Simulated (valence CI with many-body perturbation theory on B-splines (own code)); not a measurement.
## Level structure of P10+

Method: valence CI with perturbative core correlation (CI+MBPT): three valence electrons over a frozen Dirac-Fock core [He], a basis of 11 s, 11 p, 9 d, 7 f, 5 g, 2 h, 1 i functions for each j, with the one-electron correlation potential Σ1 (screened to all orders), the two-electron term Σ2, the three-electron term Σ3, Breit, model QED; selected single and double excitations, second order for the rest, scaled by the run's own slope (own B-spline code, finite nucleus).

No measured levels were compared; by estimate levels of excited configurations hold to 0.05 to 0.15 % of their energy, terms of the ground configuration to about 0.5 %.

Levels 46 to 73 of 73, with energies above the lowest level, 2s²2p ²P°_1/2. "Leading %" is the weight of the configuration and term that name the level; weights of strongly mixed levels are sums over their largest components and can fall short. Lifetimes count E1, E2, E3, M1 and M2 decay at the calculated energies, and are blank where another channel may lead or the interval is too uncertain; long ones can be off by a factor of two.

| No. | Configuration | Term | J | E (cm⁻¹) | Leading % | g | Lifetime |
| --- | --- | --- | --- | --- | --- | --- | --- |
| 46 | 2s2p3d | ²D° | 3/2 | 2538600 | 86 | 0.850 | 1.22 ps |
| 47 | 2s2p3d | ⁴D° | 7/2 | 2539200 | 97 | 1.425 | 476 fs |
| 48 | 2s2p3d | ²D° | 5/2 | 2539800 | 73 | 1.239 | 944 fs |
| 49 | 2s2p3s | ²P° | 1/2 | 2540900 | 94 | 0.665 | 2.63 ps |
| 50 | 2s2p3s | ²P° | 3/2 | 2541300 | 89 | 1.306 | 2.57 ps |
| 51 | 2s2p3d | ⁴P° | 5/2 | 2546700 | 81 | 1.545 | 826 fs |
| 52 | 2s2p3d | ⁴P° | 3/2 | 2548100 | 92 | 1.695 | 827 fs |
| 53 | 2s2p3d | ⁴P° | 1/2 | 2549200 | 97 | 2.625 | 854 fs |
| 54 | 2s2p3d | ²F° | 5/2 | 2577600 | 99 | 0.859 | 738 fs |
| 55 | 2s2p3d | ²F° | 7/2 | 2583600 | 99 | 1.143 | 695 fs |
| 56 | 2s2p3d | ²P° | 3/2 | 2589400 | 96 | 1.331 | 972 fs |
| 57 | 2s2p3d | ²P° | 1/2 | 2592900 | 96 | 0.666 | 948 fs |
| 58 | 2s2p3p | ²D | 3/2 | 2626700 | 77 | 0.898 | 9.96 ps |
| 59 | 2s2p3p | ²P | 1/2 | 2626800 | 87 | 0.672 | 3.81 ps |
| 60 | 2s2p3p | ²D | 5/2 | 2627800 | 93 | 1.200 | 15.5 ps |
| 61 | 2s2p3p | ²P | 3/2 | 2629100 | 72 | 1.235 | 4.42 ps |
| 62 | 2s2p3p | ²S | 1/2 | 2646900 | 92 | 1.997 | 8.69 ps |
| 63 | 2p²3s | ⁴P | 1/2 | 2678800 | 98 | 2.664 | 6.83 ps |
| 64 | 2p²3s | ⁴P | 3/2 | 2682400 | 98 | 1.732 | 6.73 ps |
| 65 | 2p²3s | ⁴P | 5/2 | 2687500 | 98 | 1.598 | 6.58 ps |
| 66 | 2s2p3d | ²F° | 7/2 | 2698000 | 93 | 1.143 | 920 fs |
| 67 | 2s2p3d | ²F° | 5/2 | 2698300 | 93 | 0.856 | 849 fs |
| 68 | 2s2p3d | ²D° | 3/2 | 2709400 | 98 | 0.799 | 589 fs |
| 69 | 2s2p3d | ²D° | 5/2 | 2710400 | 98 | 1.200 | 593 fs |
| 70 | 2p²3s | ²P | 1/2 | 2721800 | 84 | 0.670 | 3.17 ps |
| 71 | 2s2p3d | ²P° | 1/2 | 2723500 | 96 | 0.667 | 780 fs |
| 72 | 2s2p3d | ²P° | 3/2 | 2724300 | 96 | 1.334 | 784 fs |
| 73 | 2p²3s | ²P | 3/2 | 2727400 | 81 | 1.312 | 3.18 ps |

Where two levels of one J and parity lie close, their mixing, g and order are uncertain.
